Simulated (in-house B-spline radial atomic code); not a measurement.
Results of a calculation; reference values are marked as such.
## Stopping and range of 5 keV Se in Ge

The pair potential comes from two frozen, spherical free-atom densities (PBE, B-spline radial code, scalar-relativistic past argon): electrostatics plus the change in Thomas-Fermi kinetic and Dirac exchange energy where they overlap, the recipe behind the universal ZBL potential, which averages such potentials (from solid-state densities) over many pairs. It is written V = (Z1 Z2 e²/r) φ(r/a), with e² = 14.3996 eV·Å and a = 0.46850 Å/(Z1^0.23 + Z2^0.23); ZBL's fit is φ = 0.18175 e^(−3.1998x) + 0.50986 e^(−0.94229x) + 0.28022 e^(−0.4029x) + 0.02817 e^(−0.20162x). Where φ falls below 4e-4 it is continued as an exponential.

The target is taken as amorphous, with density 5.3234 g/cm³ (NSM archive of the Ioffe Institute); channelling is ignored. Masses: Se 78.97, Ge 72.63 u. Nuclear stopping is S_n = 4π a Z1 Z2 e² M1/(M1 + M2) × s_n(ε), with s_n integrated over impact parameters for each pair. Electronic stopping is Lindhard and Scharff's S_e = Z1^(1/6) 8π e² a0 Z1 Z2/(Z1^(2/3) + Z2^(2/3))^(3/2) × v/v0, with a0 = 0.529177 Å and v = v0 at 24.801 keV/u; it misses the oscillations with Z1 seen in experiment, which reach tens of per cent. Compounds add by atom fraction.

```csv
target atom,a (Å),ε at this energy,"s_n, this pair","s_n, ZBL potential"
Ge,0.10482,0.01603,0.1953,0.1952
```

Task: What are the atom density and the stopping powers at entry?

Result: N = 5.3234 × 0.602214/72.63 = 0.04414 atoms/Å³. For Ge: S_n = 10750 × 0.1953 = 2100 eV·Å², S_e = 2.8715 × √5000 = 203 eV·Å². Averaged over the target's atoms and times N × 10 Å/nm, the ion loses N S_n = 927 eV/nm to recoils and N S_e = 89.6 eV/nm to electrons; the nuclear share is 91 %.

Along the track:

```tsv
E (keV)	N S_n (eV/nm)	N S_e (eV/nm)
0.25	233	20
0.75	402	34.7
1.5	558	49.1
2.5	702	63.4
3.75	830	77.6
5	927	89.6
```

Task: Estimate the path length and the projected range.

Result: With continuous slowing down the path is the integral of dE/(N (S_n + S_e)). Trapezoids over the table give 7.33 nm, and the stretch below the first row, with stopping taken as √E, adds 2E/(N S) = 2 nm: 9.3 nm in all, against 9.02 nm on a fine grid from 5 eV. Deflections shorten the depth: to first order in the energy passed on, N (S_n + S_e) dR_p/dE = 1 − N S_n (M2/M1) R_p/(2E), summed over the target's atoms, and integrating this on the fine grid gives R_p = 5.03 nm, 0.56 of the path. Lindhard's rule of thumb R/(1 + M2/3M1), with mean M2/M1 = 0.92, gives 6.91 nm. On the ZBL potential the same equation gives 4.96 nm, and the full integral equation, which keeps hard collisions, 5.06 nm.
